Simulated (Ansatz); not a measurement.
Relaxation of CH₇AlSSi₂ (12 atoms, charge 0, multiplicity 1), to a largest force component of 0.02 eV/Å in at most 50 steps.

Level of theory: RKS B3LYP-D4/cc-pVDZ (Ansatz).

```xyz
12
Properties=species:S:1:pos:R:3:forces:R:3
Al -0.278 0.875 1.993 -1.95 2.21 0.42
C -0.513 0.376 0.072 -0.28 2.01 0.97
Si 1.003 0.660 -0.915 1.63 0.49 2.10
Si 0.184 -1.317 -0.270 -1.52 -2.12 -0.52
S -1.055 -2.295 -1.810 0.44 0.37 -0.38
H -1.494 1.762 2.690 0.49 -0.50 -0.25
H 1.015 0.525 2.798 0.98 0.63 0.44
H -0.061 -0.642 1.841 0.16 -2.14 -0.84
H 0.848 0.927 -2.295 0.09 -0.03 -1.56
H 2.256 0.955 -0.107 -0.09 0.64 -0.75
H 0.543 -2.046 0.959 0.17 -0.79 -0.23
H -1.038 -1.133 -2.591 -0.13 -0.74 0.60
```

Problem. Where does it end, and by what steps?

Solution. The run converged. The force dipped under the threshold on the way, but the program's further checks kept it going. After 36 steps the energy has fallen by 5.524 eV; H8 moved furthest, 2.43 Å. Parted: Al1–H8 (1.54 → 3.65 Å), Si3–Si4 (2.23 → 3.15 Å). Joined: Si4–H8 (2.23 → 1.50 Å).

```tsv
step	energy less start (eV)	largest force component (eV/Å)	accepted
0	0.0000	2.208	yes
2	-1.8192	0.556	yes
4	-2.5406	1.156	yes
6	-3.6519	1.506	yes
8	-4.5986	0.542	yes
10	-5.0006	0.495	yes
12	-5.2345	1.155	yes
14	-5.3850	0.316	yes
16	-5.4360	0.409	yes
18	-5.4922	0.050	yes
20	-5.4970	0.113	yes
22	-5.5018	0.032	yes
24	-5.5077	0.157	yes
26	-5.5152	0.090	yes
28	-5.5199	0.099	yes
30	-5.5228	0.050	yes
32	-5.5237	0.022	yes
34	-5.5240	0.026	yes
36	-5.5241	0.007	yes
```

```xyz
12
Properties=species:S:1:pos:R:3
Al 0.283 1.011 2.189
C 0.329 0.133 0.458
Si 1.271 0.902 -0.770
Si -0.598 -1.454 0.170
S -0.524 -2.197 -1.888
H -0.572 0.380 3.371
H 1.108 2.355 2.395
H -2.031 -1.295 0.572
H 1.427 0.422 -2.172
H 2.009 2.170 -0.507
H -0.003 -2.584 0.949
H -1.288 -1.197 -2.401
```

Whether the end is a true minimum wasn't checked by a vibrational analysis.

Run time: 3.8 min on 2 threads of Intel(R) Xeon(R) Platinum 8488C (Sapphire Rapids), on a shared host, peak memory 0.34 GiB.
